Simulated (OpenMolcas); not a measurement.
# Computed transition rates of Zr+

```
Program             : OpenMolcas 26.06
Method              : MS-CASPT2, IPEA 0.25 Eh, imaginary shift 0.1 Eh (closed shells correlated: 4s 4p)
Basis               : ANO-RCC-VTZP [7s6p4d2f1g]
Scalar Hamiltonian  : DKH2, point nucleus
Active space        : 3 electrons in 6 orbitals (4d 5s)
State averaging     : 2S+1 = 4 even, 20 roots; 2S+1 = 2 even, 70 roots
Spin-orbit coupling : RASSI with atomic mean-field integrals over the reference wave functions, term energies averaged over their components
```

Rates come from the transition moments of the reference wave functions (E1 and E2 in the length form). At fixed line strength A goes as λ^-3 for E1 and M1 and as λ^-5 for E2, so a rate at the computed wavelength can be rescaled to the measured one. Measured vacuum wavelengths follow from level energies in NIST Handbook of Basic Atomic Spectroscopic Data. Branching counts decays inside the model space alone, at computed energies, and the table is only a selection of the M1 lines, drawn from those between levels with measured partners whose computed energy lies within a factor of 1.5 of the measured one.

```json
{"Upper": "4d² 5s ²F_5/2", "Lower": "4d² 5s ⁴F_3/2", "Type": "M1", "λ computed (nm)": "1942", "λ measured (nm)": "1738", "A computed (s-1)": "1.54e-02", "A rescaled (s-1)": "", "Branching %": "58.6"}
{"Upper": "4d² 5s ²F_7/2", "Lower": "4d² 5s ⁴F_9/2", "Type": "M1", "λ computed (nm)": "2200", "λ measured (nm)": "1944", "A computed (s-1)": "1.04e-02", "A rescaled (s-1)": "", "Branching %": "41.3"}
{"Upper": "4d² 5s ²F_5/2", "Lower": "4d² 5s ⁴F_5/2", "Type": "M1", "λ computed (nm)": "2065", "λ measured (nm)": "1839", "A computed (s-1)": "4.61e-03", "A rescaled (s-1)": "", "Branching %": "17.6"}
{"Upper": "4d² 5s ²F_7/2", "Lower": "4d² 5s ⁴F_5/2", "Type": "M1", "λ computed (nm)": "1815", "λ measured (nm)": "1625", "A computed (s-1)": "4.55e-03", "A rescaled (s-1)": "", "Branching %": "18.1"}
{"Upper": "4d² 5s ⁴F_9/2", "Lower": "4d² 5s ⁴F_7/2", "Type": "M1", "λ computed (nm)": "18710", "λ measured (nm)": "17880", "A computed (s-1)": "4.12e-03", "A rescaled (s-1)": "4.72e-03", "Branching %": "100.0"}
{"Upper": "4d³ ⁴F_7/2", "Lower": "4d³ ⁴F_5/2", "Type": "M1", "λ computed (nm)": "21500", "λ measured (nm)": "24710", "A computed (s-1)": "4.05e-03", "A rescaled (s-1)": "2.67e-03", "Branching %": "83.0"}
{"Upper": "4d² 5s ⁴F_7/2", "Lower": "4d² 5s ⁴F_5/2", "Type": "M1", "λ computed (nm)": "23170", "λ measured (nm)": "22280", "A computed (s-1)": "3.47e-03", "A rescaled (s-1)": "3.90e-03", "Branching %": "100.0"}
{"Upper": "4d³ ⁴F_9/2", "Lower": "4d³ ⁴F_7/2", "Type": "M1", "λ computed (nm)": "20340", "λ measured (nm)": "21830", "A computed (s-1)": "3.20e-03", "A rescaled (s-1)": "2.59e-03", "Branching %": "79.1"}
{"Upper": "4d³ ⁴F_5/2", "Lower": "4d³ ⁴F_3/2", "Type": "M1", "λ computed (nm)": "25620", "λ measured (nm)": "30990", "A computed (s-1)": "2.27e-03", "A rescaled (s-1)": "1.28e-03", "Branching %": "66.0"}
{"Upper": "4d² 5s ⁴F_5/2", "Lower": "4d² 5s ⁴F_3/2", "Type": "M1", "λ computed (nm)": "32760", "λ measured (nm)": "31780", "A computed (s-1)": "1.22e-03", "A rescaled (s-1)": "1.34e-03", "Branching %": "100.0"}
{"Upper": "4d³ ⁴F_3/2", "Lower": "4d² 5s ⁴F_5/2", "Type": "M1", "λ computed (nm)": "4000", "λ measured (nm)": "4429", "A computed (s-1)": "1.05e-03", "A rescaled (s-1)": "", "Branching %": "52.0"}
{"Upper": "4d³ ⁴F_3/2", "Lower": "4d² 5s ⁴F_3/2", "Type": "M1", "λ computed (nm)": "3565", "λ measured (nm)": "3887", "A computed (s-1)": "6.49e-04", "A rescaled (s-1)": "", "Branching %": "32.2"}
{"Upper": "4d³ ⁴F_5/2", "Lower": "4d² 5s ⁴F_7/2", "Type": "M1", "λ computed (nm)": "4067", "λ measured (nm)": "4691", "A computed (s-1)": "5.61e-04", "A rescaled (s-1)": "", "Branching %": "16.3"}
```

Spin-changing lines and M1 lines between different terms are not rescaled, since their strength hangs on the term gaps too.

The largest correction is for 4d³ ⁴F_5/2 → 4d³ ⁴F_3/2 (M1): 2.27e-03 × (25620 / 30990)^3 = 1.28e-03 s-1, a factor of 0.57.

The computed rate and branching of 4d² 5s ⁴F_5/2 → 4d² 5s ⁴F_3/2 give the upper level a radiative lifetime of 1.000 / 1.22e-03 s-1 = 8.20e+02 s, counting decays inside the model space alone. The rescaled rate gives about 7.5e+02 s.

These are rates of the free ion; in crystals, glasses and complexes forced electric-dipole and non-radiative decay shorten such lifetimes by orders of magnitude. No measured rate stands beside these. Rescaling mends the energy factor alone: line strengths can still be far off where a level mixes with configurations outside the active space, and weak or spin-changing lines hang on small mixing coefficients that depend on the term gaps too, so rescaling need not improve them.

CASPT2 does not keep the components of a term degenerate, so their means are used; among the terms shown or strongly mixed into the levels shown the widest spread is 1200 cm-1 (4d² 5s ²F). Over all roots computed the reference weight is 0.87 to 0.93; the roots of lowest weight are the least certain, and an intruder state may touch them. Configurations are named by rounded mean occupations; where the s occupation lies near a half they are strongly mixed, a name can repeat and a true partner stay unpaired. A single d shell beside an s shell can misplace configurations of different d count against each other. The CASPT2 spread within a term exceeds the gap to the next term for 4d³ ⁴F and 4d² 5s ²D(1), so the order of their levels is uncertain, and so are names and mixing where such terms share a J. Computed and measured levels are paired by configuration, term and J; levels that our copy of the source lacks, or whose pairing is in doubt (as where it misses far off the trend of its configuration), stay unpaired. Only configurations of the active space appear.

A number in round brackets counts repeated terms of one configuration in the order of the reference energies.
